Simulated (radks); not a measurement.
Q: The phosphorus ion P4+, [Ne] 3s1. Method: non-relativistic Kohn-Sham, PBE, spin-polarised, spherical densities, point nucleus; computed with a radial shooting solver on a logarithmic mesh with Libxc functionals. Every spin shell is full or empty, so the densities are truly spherical. Functionals are evaluated on that one density, not self-consistently. Rank these orbital-free kinetic functionals by their error against the exact value of the orbitals, and give that value: Thomas-Fermi, von Weizsacker, TF + vW, TF + vW/5, APBEK, revAPBEK, Thakkar, Pearson, DePristo-Kress.

A: Exact: 336.633 hartree. From best to worst, with 100 (|E| - |E exact|)/|E exact| (equal figures are ties): Thakkar +0.06, DePristo-Kress +0.17, APBEK +0.37, revAPBEK +0.75, Pearson -1.60, TF + vW/5 +5.18, Thomas-Fermi -7.40, von Weizsacker -37.10, TF + vW +55.51.
